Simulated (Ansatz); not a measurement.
A short molecular-dynamics run on Pt3H4.

```yaml
crystal:
  periodic: [false, false, false]
  atoms:
    - {symbol: Pt, position_ang: [-0.412884, 1.054515, -0.357570]}
    - {symbol: Pt, position_ang: [0.756351, -1.309222, -0.526140]}
    - {symbol: Pt, position_ang: [-1.182309, -1.145066, 0.977891]}
    - {symbol: H, position_ang: [-0.748864, 0.250078, 1.498141]}
    - {symbol: H, position_ang: [0.684313, 1.924383, 0.219309]}
    - {symbol: H, position_ang: [0.919305, -2.841009, -0.356303]}
    - {symbol: H, position_ang: [-0.015901, 2.066321, -1.455329]}
basis:
  gaussian: {orbitals: def2-SVP}
hamiltonian: {xc: {name: PBE}, dispersion: d3bj}
md: {timestep: 1 fs, n_steps: 15, ensemble: nve, temperature: 500, initial_velocities: maxwell_boltzmann, seed: 516}
scf: {omitted_lower_state_checks: [starts]}
```

```sh
$ ansatz run in.yaml --threads 4 --pin off --events-out ev --progress --plain --max-ram 3916MiB
```

| step | time (fs) | potential energy (eV) | kinetic (eV) | T (K) | conserved (eV) |
| --- | --- | --- | --- | --- | --- |
| 0 | 0.0 | -9811.8345 | 0.3231 | 500 | -9811.5113 |
| 1 | 1.0 | -9811.8147 | 0.3047 | 472 | -9811.5100 |
| 2 | 2.0 | -9811.7798 | 0.2715 | 420 | -9811.5083 |
| 3 | 3.0 | -9811.7540 | 0.2463 | 381 | -9811.5076 |
| 4 | 4.0 | -9811.7472 | 0.2391 | 370 | -9811.5081 |
| 5 | 5.0 | -9811.7539 | 0.2451 | 379 | -9811.5087 |
| 6 | 6.0 | -9811.7638 | 0.2547 | 394 | -9811.5091 |
| 7 | 7.0 | -9811.7713 | 0.2620 | 405 | -9811.5092 |
| 8 | 8.0 | -9811.7739 | 0.2644 | 409 | -9811.5095 |
| 9 | 9.0 | -9811.7689 | 0.2592 | 401 | -9811.5097 |
| 10 | 10.0 | -9811.7545 | 0.2451 | 379 | -9811.5094 |
| 11 | 11.0 | -9811.7367 | 0.2282 | 353 | -9811.5084 |
| 12 | 12.0 | -9811.7311 | 0.2233 | 346 | -9811.5078 |
| 13 | 13.0 | -9811.7471 | 0.2385 | 369 | -9811.5086 |
| 14 | 14.0 | -9811.7720 | 0.2618 | 405 | -9811.5101 |
| 15 | 15.0 | -9811.7840 | 0.2737 | 423 | -9811.5104 |

Velocities are drawn at the set temperature; a run this short doesn't reach equilibrium.

In the def2 sets Pt takes a core potential; there is no spin–orbit coupling.

Frames (Å, forces in eV/Å):

```xyz
7
time=0.0 fs
Pt   -0.413    1.055   -0.358   -0.377   -0.165   -0.122
Pt    0.756   -1.309   -0.526    0.286    0.035   -0.267
Pt   -1.182   -1.145    0.978   -0.416   -0.397    0.180
H    -0.749    0.250    1.498    0.059    0.343    0.216
H     0.684    1.924    0.219    0.284    0.277    0.146
H     0.919   -2.841   -0.356    0.097   -0.391    0.021
H    -0.016    2.066   -1.455    0.068    0.299   -0.174
7
time=1.0 fs
Pt   -0.414    1.056   -0.357   -0.662   -0.553   -0.099
Pt    0.756   -1.311   -0.526    0.326   -0.594   -0.187
Pt   -1.181   -1.144    0.977   -0.486   -0.577    0.127
H    -0.725    0.221    1.516    0.113    0.484    0.306
H     0.670    1.905    0.237    0.530    0.478    0.267
H     0.929   -2.880   -0.356    0.028    0.291   -0.058
H    -0.013    2.051   -1.451    0.152    0.470   -0.356
7
time=2.0 fs
Pt   -0.415    1.057   -0.357   -0.796   -0.770   -0.074
Pt    0.756   -1.312   -0.525    0.360   -1.069   -0.128
Pt   -1.180   -1.144    0.976   -0.526   -0.650    0.106
H    -0.700    0.197    1.538    0.141    0.530    0.345
H     0.660    1.891    0.257    0.646    0.576    0.323
H     0.940   -2.916   -0.355   -0.031    0.816   -0.116
H    -0.008    2.040   -1.450    0.207    0.566   -0.455
7
time=3.0 fs
Pt   -0.416    1.058   -0.357   -0.723   -0.758   -0.049
Pt    0.756   -1.314   -0.524    0.385   -1.372   -0.093
Pt   -1.179   -1.143    0.975   -0.521   -0.596    0.132
H    -0.674    0.178    1.562    0.127    0.462    0.318
H     0.657    1.882    0.281    0.591    0.542    0.282
H     0.950   -2.945   -0.356   -0.076    1.163   -0.151
H    -0.001    2.035   -1.453    0.218    0.558   -0.439
7
time=4.0 fs
Pt   -0.418    1.059   -0.356   -0.463   -0.535   -0.028
Pt    0.756   -1.315   -0.524    0.404   -1.519   -0.080
Pt   -1.178   -1.142    0.973   -0.471   -0.433    0.209
H    -0.647    0.164    1.590    0.067    0.296    0.227
H     0.660    1.878    0.307    0.388    0.395    0.148
H     0.959   -2.962   -0.359   -0.108    1.345   -0.167
H     0.007    2.035   -1.460    0.182    0.451   -0.310
7
time=5.0 fs
Pt   -0.419    1.060   -0.356   -0.096   -0.184   -0.018
Pt    0.756   -1.317   -0.523    0.417   -1.529   -0.087
Pt   -1.177   -1.142    0.972   -0.386   -0.206    0.323
H    -0.619    0.152    1.619   -0.026    0.073    0.092
H     0.666    1.878    0.334    0.105    0.190   -0.041
H     0.967   -2.966   -0.362   -0.125    1.378   -0.165
H     0.018    2.039   -1.470    0.111    0.278   -0.105
7
time=6.0 fs
Pt   -0.420    1.062   -0.356    0.282    0.196   -0.022
Pt    0.756   -1.319   -0.523    0.423   -1.404   -0.112
Pt   -1.176   -1.141    0.971   -0.289    0.030    0.455
H    -0.591    0.141    1.650   -0.134   -0.158   -0.059
H     0.673    1.880    0.361   -0.179   -0.015   -0.239
H     0.975   -2.958   -0.368   -0.127    1.267   -0.147
H     0.029    2.046   -1.482    0.023    0.084    0.124
7
time=7.0 fs
Pt   -0.422    1.063   -0.356    0.594    0.530   -0.040
Pt    0.756   -1.321   -0.522    0.421   -1.134   -0.158
Pt   -1.175   -1.140    0.970   -0.199    0.231    0.584
H    -0.565    0.129    1.680   -0.237   -0.356   -0.200
H     0.678    1.882    0.386   -0.407   -0.179   -0.405
H     0.980   -2.937   -0.375   -0.110    0.999   -0.112
H     0.041    2.054   -1.492   -0.062   -0.091    0.331
7
time=8.0 fs
Pt   -0.423    1.064   -0.355    0.799    0.774   -0.071
Pt    0.756   -1.323   -0.521    0.404   -0.699   -0.224
Pt   -1.174   -1.140    0.969   -0.135    0.368    0.693
H    -0.540    0.113    1.708   -0.319   -0.497   -0.307
H     0.680    1.882    0.407   -0.550   -0.282   -0.516
H     0.985   -2.906   -0.383   -0.068    0.558   -0.061
H     0.052    2.061   -1.499   -0.131   -0.222    0.486
7
time=9.0 fs
Pt   -0.424    1.065   -0.355    0.878    0.904   -0.111
Pt    0.756   -1.325   -0.521    0.367   -0.095   -0.308
Pt   -1.173   -1.139    0.968   -0.105    0.427    0.771
H    -0.519    0.092    1.733   -0.369   -0.570   -0.368
H     0.676    1.879    0.423   -0.597   -0.315   -0.561
H     0.989   -2.871   -0.391    0.000   -0.057    0.007
H     0.062    2.066   -1.501   -0.174   -0.295    0.571
7
time=10.0 fs
Pt   -0.425    1.066   -0.355    0.829    0.912   -0.162
Pt    0.757   -1.326   -0.520    0.312    0.619   -0.402
Pt   -1.172   -1.138    0.967   -0.118    0.405    0.806
H    -0.502    0.066    1.755   -0.379   -0.569   -0.373
H     0.667    1.873    0.434   -0.546   -0.279   -0.533
H     0.994   -2.835   -0.400    0.091   -0.782    0.081
H     0.070    2.068   -1.498   -0.189   -0.306    0.583
7
time=11.0 fs
Pt   -0.426    1.068   -0.355    0.657    0.789   -0.223
Pt    0.757   -1.328   -0.520    0.252    1.289   -0.486
Pt   -1.171   -1.138    0.966   -0.178    0.301    0.790
H    -0.488    0.034    1.773   -0.342   -0.495   -0.317
H     0.652    1.865    0.439   -0.400   -0.175   -0.430
H     0.999   -2.807   -0.408    0.184   -1.455    0.146
H     0.077    2.067   -1.489   -0.171   -0.255    0.520
7
time=12.0 fs
Pt   -0.428    1.069   -0.354    0.376    0.537   -0.290
Pt    0.757   -1.330   -0.519    0.217    1.681   -0.536
Pt   -1.170   -1.137    0.966   -0.283    0.125    0.714
H    -0.477   -0.002    1.788   -0.257   -0.350   -0.198
H     0.634    1.855    0.441   -0.170   -0.010   -0.259
H     1.005   -2.794   -0.414    0.239   -1.837    0.182
H     0.081    2.063   -1.476   -0.122   -0.145    0.387
7
time=13.0 fs
Pt   -0.429    1.070   -0.354    0.024    0.176   -0.352
Pt    0.757   -1.332   -0.519    0.236    1.630   -0.542
Pt   -1.169   -1.136    0.965   -0.429   -0.108    0.580
H    -0.469   -0.042    1.801   -0.127   -0.148   -0.023
H     0.613    1.844    0.440    0.115    0.195   -0.038
H     1.015   -2.797   -0.419    0.226   -1.758    0.178
H     0.085    2.058   -1.458   -0.045    0.013    0.197
7
time=14.0 fs
Pt   -0.430    1.072   -0.354   -0.336   -0.233   -0.386
Pt    0.757   -1.334   -0.518    0.310    1.173   -0.508
Pt   -1.168   -1.136    0.964   -0.598   -0.361    0.402
H    -0.462   -0.083    1.814    0.032    0.080    0.185
H     0.594    1.836    0.438    0.400    0.400    0.191
H     1.026   -2.818   -0.422    0.142   -1.256    0.141
H     0.088    2.054   -1.439    0.050    0.198   -0.026
7
time=15.0 fs
Pt   -0.431    1.073   -0.354   -0.611   -0.599   -0.368
Pt    0.757   -1.335   -0.518    0.414    0.518   -0.454
Pt   -1.167   -1.135    0.963   -0.760   -0.584    0.220
H    -0.454   -0.123    1.829    0.187    0.285    0.386
H     0.579    1.832    0.439    0.608    0.549    0.368
H     1.038   -2.851   -0.423    0.018   -0.545    0.089
H     0.092    2.051   -1.420    0.144    0.376   -0.241
```

Hardware: 4 threads of Arm Neoverse V1 on a shared host. Wall time 29 s.
